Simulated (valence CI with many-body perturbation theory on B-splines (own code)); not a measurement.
Results of a calculation; reference values are marked as such.
Energy levels of Ni XIV

Method: configuration interaction combined with many-body perturbation theory (CI+MBPT): five valence electrons over a frozen Dirac-Fock core [Ne], a basis of 9 s, 9 p, 8 d, 6 f, 3 g, 1 h functions for each j, with the one-electron correlation potential Σ1 (screened to all orders), the two-electron term Σ2, the three-electron term Σ3, Breit, model QED; selected single and double excitations, second order for the rest (own B-spline code, finite nucleus).

No measured levels were compared; by estimate levels of excited configurations hold to 0.05 to 0.15 % of their energy, terms of the ground configuration to about 0.5 %. Among the levels kept, up to 460 cm⁻¹ of a level comes from second order outside the variational space, and about a tenth of that is noise between levels of different J, which matters for small intervals.

Levels 1 to 45 of 47, with energies above the lowest level, 3s²3p³ ⁴S°_3/2. "Leading %" is the weight of the configuration and term that name the level; weights of strongly mixed levels are sums over their largest components and can fall short. In the jj column 3d3/2^4 stands for four electrons in 3d with j = 3/2.

```
No.  Configuration  Term    J  E (cm⁻¹)  Leading %                     Leading jj  Second component
  1         3s²3p³   ⁴S°  3/2         0         92      3s^2 3p1/2 3p3/2^2 (44 %)    4 % 3s²3p³ ²P°
  2         3s²3p³   ²D°  3/2     46026         81      3s^2 3p1/2 3p3/2^2 (51 %)   14 % 3s²3p³ ²P°
  3         3s²3p³   ²D°  5/2     53834         97      3s^2 3p1/2 3p3/2^2 (97 %)                  
  4         3s²3p³   ²P°  1/2     85484         96      3s^2 3p1/2 3p3/2^2 (96 %)                  
  5         3s²3p³   ²P°  3/2     97000         78            3s^2 3p3/2^3 (82 %)   15 % 3s²3p³ ²D°
  6          3s3p⁴    ⁴P  5/2    316340         87      3s 3p1/2^2 3p3/2^2 (70 %)   9 % 3s²3p²3d ⁴P
  7          3s3p⁴    ⁴P  3/2    330830         88        3s 3p1/2 3p3/2^3 (73 %)  10 % 3s²3p²3d ⁴P
  8          3s3p⁴    ⁴P  1/2    336740         86        3s 3p1/2 3p3/2^3 (30 %)  10 % 3s²3p²3d ⁴P
  9          3s3p⁴    ²D  3/2    392110         74        3s 3p1/2 3p3/2^3 (44 %)  19 % 3s²3p²3d ²D
 10          3s3p⁴    ²D  5/2    395750         76        3s 3p1/2 3p3/2^3 (63 %)  19 % 3s²3p²3d ²D
 11       3s²3p²3d    ²P  3/2    447940         49        3s 3p1/2 3p3/2^3 (32 %)     44 % 3s3p⁴ ²P
 12          3s3p⁴    ²S  1/2    453160         32      3s 3p1/2^2 3p3/2^2 (38 %)     30 % 3s3p⁴ ²P
 13          3s3p⁴    ²S  1/2    476330         48              3s 3p3/2^4 (43 %)  21 % 3s²3p²3d ²P
 14       3s²3p²3d    ⁴F  3/2    485380         91      3s^2 3p1/2^2 3d3/2 (48 %)                  
 15       3s²3p²3d    ⁴F  5/2    491210         88  3s^2 3p1/2 3p3/2 3d3/2 (54 %)   8 % 3s²3p²3d ⁴D
 16       3s²3p²3d    ⁴F  7/2    499830         90  3s^2 3p1/2 3p3/2 3d5/2 (67 %)   6 % 3s²3p²3d ⁴D
 17       3s²3p²3d    ²F  5/2    504990         77  3s^2 3p1/2 3p3/2 3d3/2 (66 %)  18 % 3s²3p²3d ⁴D
 18       3s²3p²3d    ⁴F  9/2    509920         93  3s^2 3p1/2 3p3/2 3d5/2 (52 %)                  
 19       3s²3p²3d    ²F  7/2    511560         52  3s^2 3p1/2 3p3/2 3d5/2 (57 %)  42 % 3s²3p²3d ⁴D
 20       3s²3p²3d    ⁴D  1/2    511940         94  3s^2 3p1/2 3p3/2 3d3/2 (74 %)                  
 21       3s²3p²3d    ⁴D  3/2    513320         90  3s^2 3p1/2 3p3/2 3d3/2 (43 %)   4 % 3s²3p²3d ⁴F
 22       3s²3p²3d    ⁴D  5/2    519920         69  3s^2 3p1/2 3p3/2 3d5/2 (49 %)  20 % 3s²3p²3d ²F
 23       3s²3p²3d    ⁴D  7/2    534100         49      3s^2 3p3/2^2 3d5/2 (87 %)  42 % 3s²3p²3d ²F
 24       3s²3p²3d    ²G  7/2    566320         93  3s^2 3p1/2 3p3/2 3d3/2 (44 %)                  
 25       3s²3p²3d    ²G  9/2    571520         93      3s^2 3p3/2^2 3d5/2 (52 %)                  
 26       3s²3p²3d    ²P  3/2    572390         47  3s^2 3p1/2 3p3/2 3d5/2 (36 %)     42 % 3s3p⁴ ²P
 27       3s²3p²3d    ⁴P  5/2    583820         82  3s^2 3p1/2 3p3/2 3d5/2 (47 %)      8 % 3s3p⁴ ⁴P
 28       3s²3p²3d    ²P  1/2    589560         40  3s^2 3p1/2 3p3/2 3d3/2 (37 %)     27 % 3s3p⁴ ²P
 29       3s²3p²3d    ⁴P  3/2    589650         76  3s^2 3p1/2 3p3/2 3d3/2 (36 %)      8 % 3s3p⁴ ⁴P
 30       3s²3p²3d    ⁴P  1/2    595110         61      3s^2 3p3/2^2 3d3/2 (53 %)     13 % 3s3p⁴ ²P
 31       3s²3p²3d    ²D  3/2    601130         78      3s^2 3p3/2^2 3d3/2 (37 %)   8 % 3s²3p²3d ⁴P
 32       3s²3p²3d    ²D  5/2    616220         82      3s^2 3p3/2^2 3d5/2 (45 %)      9 % 3s3p⁴ ²D
 33       3s²3p²3d    ²D  3/2    632910         78  3s^2 3p1/2 3p3/2 3d3/2 (36 %)     14 % 3s3p⁴ ²D
 34       3s²3p²3d    ²D  5/2    635080         87      3s^2 3p3/2^2 3d5/2 (46 %)      6 % 3s3p⁴ ²D
 35       3s²3p²3d    ²P  1/2    649020         79  3s^2 3p1/2 3p3/2 3d5/2 (70 %)  10 % 3s²3p²3d ²S
 36       3s²3p²3d    ²F  5/2    655580         77  3s^2 3p1/2 3p3/2 3d3/2 (40 %)  14 % 3s²3p²3d ²D
 37       3s²3p²3d    ²P  3/2    661390         85      3s^2 3p3/2^2 3d5/2 (53 %)      5 % 3s3p⁴ ²P
 38       3s²3p²3d    ²F  7/2    663320         95  3s^2 3p1/2 3p3/2 3d5/2 (54 %)                  
 39       3s²3p²3d    ²S  1/2    663840         67  3s^2 3p1/2 3p3/2 3d3/2 (25 %)     13 % 3s3p⁴ ²S
 40       3s²3p²3d    ²D  5/2    691380         75      3s^2 3p3/2^2 3d5/2 (61 %)  18 % 3s²3p²3d ²F
 41       3s²3p²3d    ²D  3/2    692660         94      3s^2 3p3/2^2 3d3/2 (48 %)                  
 42        3s3p³3d   ⁶D°  1/2    721580         98  3s 3p1/2 3p3/2^2 3d3/2 (52 %)                  
 43        3s3p³3d   ⁶D°  3/2    721990         98  3s 3p1/2 3p3/2^2 3d3/2 (46 %)                  
 44        3s3p³3d   ⁶D°  5/2    722640         98  3s 3p1/2 3p3/2^2 3d3/2 (36 %)                  
 45        3s3p³3d   ⁶D°  7/2    723560         97  3s 3p1/2 3p3/2^2 3d5/2 (29 %)
```

Names give the largest LS component (configuration and term), which can be under half, so a name can repeat, a term be missing and a line seem to break the LS rules; names also repeat where a configuration has a term twice.

The ionisation energy to 3s²3p² ³P0 of the next ion comes out as 424.89 eV (NIST: 429.3 ± 0.8 eV (semi-empirical), further off than twice its uncertainty). All 47 levels together are meant to be complete up to 754160 cm⁻¹.
